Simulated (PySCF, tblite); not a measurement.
Species: C₃H₁₆Si₄.
SMILES with atom numbers: `[CH3:1][Si@@H:2]([SiH3:3])[SiH2:4][CH2:5][CH2:6][SiH3:7]` (hydrogens: H8, H9, H10 on C1; H11 on Si2; H12, H13, H14 on Si3; H15, H16 on Si4; H17, H18 on C5; H19, H20 on C6; H21, H22, H23 on Si7)

Cartesian coordinates in Å at the GFN2-xTB level; atoms count from 1:
```xyz
23
C3H16Si4 angstrom
C     -3.451   -1.262    0.836
Si    -2.038   -0.609   -0.268
Si    -2.671    1.442   -1.161
Si    -0.067   -0.621    0.966
C      1.354   -0.083   -0.183
C      2.693    0.055    0.538
Si     4.098    0.565   -0.636
H     -3.227   -2.249    1.229
H     -3.619   -0.605    1.685
H     -4.386   -1.333    0.287
H     -1.941   -1.600   -1.367
H     -2.896    2.447   -0.116
H     -3.900    1.417   -1.961
H     -1.630    1.992   -2.034
H      0.324   -1.908    1.567
H     -0.094    0.327    2.094
H      1.100    0.871   -0.652
H      1.457   -0.802   -0.998
H      2.593    0.789    1.340
H      2.939   -0.891    1.023
H      3.765    1.849   -1.258
H      4.241   -0.451   -1.682
H      5.354    0.687    0.106
```

Method: PBE0/pcSseg-1 in PySCF (dipole) on a GFN2-xTB geometry, gas phase.

Masses are those of the commonest isotopes; rigid-rotor values at the optimised geometry. The values belong to one conformer with, in the numbering `[CH3:1][Si@@H:2]([SiH3:3])[SiH2:4][CH2:5][CH2:6][SiH3:7]`, C1–Si2–Si4–C5 176°, Si2–Si4–C5–C6 176°, Si4–C5–C6–Si7 179°.

Problem. Give the principal moments of inertia and the rotational constants in MHz.

Solution. Ia = 254.55, Ib = 1227.37, Ic = 1414.53 u·Å²; 505379 MHz·u·Å²/I gives A = 1985, B = 411.8, C = 357.3 MHz.

Problem. Classify the top.

Solution. A near-prolate asymmetric top: κ = (2 × 411.8 − 1985 − 357.3)/(1985 − 357.3) = -0.93.

Problem. Is it planar, by Δ = Ic − Ia − Ib?

Solution. Not planar: Δ = Ic − Ia − Ib = -67.38 u·Å². For a rigid frame Δ = −2 Σ m c², so Σ m c² = 33.69 u·Å² lies off the ab plane: 18.60 from hydrogen and 15.09 from heavier atoms. The atom farthest from that plane is 1.97 Å away.

Problem. Where do the levels up to J = 2 lie, in MHz?

Solution. Above 0(0,0):
J = 1: 1(0,1) 769, 1(1,1) 2343, 1(1,0) 2397
J = 2: 2(0,2) 2306, 2(1,2) 3826, 2(1,1) 3990, 2(2,1) 8711, 2(2,0) 8712

Problem. Which lines would a microwave search look for?

Solution. The dipole components are |μa| = 0.46 D, |μb| = 0.66 D, |μc| = 0.01 D. Intensities carry the squares of the components, which stand as 0.49 : 1.00 : 0.00 (a : b : c). Some lines, for components of 0.1 D or more:

```json
{"type": "b", "branch": "R", "J(Ka,Kc)": "3(0,3) ← 2(1,2)", "MHz": "781", "lower level (cm⁻¹)": "0.128"}
{"type": "a", "branch": "R", "J(Ka,Kc)": "2(1,2) ← 1(1,1)", "MHz": "1484", "lower level (cm⁻¹)": "0.078"}
{"type": "a", "branch": "R", "J(Ka,Kc)": "2(0,2) ← 1(0,1)", "MHz": "1537", "lower level (cm⁻¹)": "0.026"}
{"type": "a", "branch": "R", "J(Ka,Kc)": "3(0,3) ← 2(0,2)", "MHz": "2302", "lower level (cm⁻¹)": "0.077"}
{"type": "a", "branch": "R", "J(Ka,Kc)": "3(2,1) ← 2(2,0)", "MHz": "2313", "lower level (cm⁻¹)": "0.291"}
{"type": "a", "branch": "R", "J(Ka,Kc)": "3(1,2) ← 2(1,1)", "MHz": "2388", "lower level (cm⁻¹)": "0.133"}
{"type": "b", "branch": "Q", "J(Ka,Kc)": "3(2,1) ← 3(1,2)", "MHz": "4647", "lower level (cm⁻¹)": "0.213"}
{"type": "b", "branch": "Q", "J(Ka,Kc)": "3(2,2) ← 3(1,3)", "MHz": "4967", "lower level (cm⁻¹)": "0.202"}
{"type": "b", "branch": "R", "J(Ka,Kc)": "2(2,0) ← 1(1,1)", "MHz": "6369", "lower level (cm⁻¹)": "0.078"}
{"type": "b", "branch": "R", "J(Ka,Kc)": "3(3,1) ← 2(2,0)", "MHz": "10311", "lower level (cm⁻¹)": "0.291"}
{"type": "b", "branch": "R", "J(Ka,Kc)": "3(3,0) ← 2(2,1)", "MHz": "10312", "lower level (cm⁻¹)": "0.291"}
```

Its lowest GFN2-xTB frequency is 8 cm⁻¹, too small to tell a flat minimum from a shallow saddle. No vibrational averaging or centrifugal distortion is included, and the geometry carries the error of its method. A rigid rotor knows nothing of internal rotation, which can split or shift real lines.
